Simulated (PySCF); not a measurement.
AlFH₂Se, SMILES [AlH]([SeH])[F].

Geometry: B3LYP-D3(BJ)/def2-TZVP. The values are those of a single conformer.

All values below come from PBE/def2-TZVPD in PySCF.

Isolated molecule, no solvent.

Computed frontier levels, gap, dipole moment and polarisability:
- highest occupied level = -6.54 eV
- lowest empty level = -1.88 eV
- orbital gap = 4.66 eV
- dipole moment = 1.66 D
- quadrupole, principal values (traceless, Buckingham form, about the centre of nuclear charge) = -4.52, 1.15, 3.36 D·Å
- mean static polarisability = 58.6 bohr³ (8.68 Å³)
- polarisability, principal values = 50.4, 52.7, 72.7 bohr³
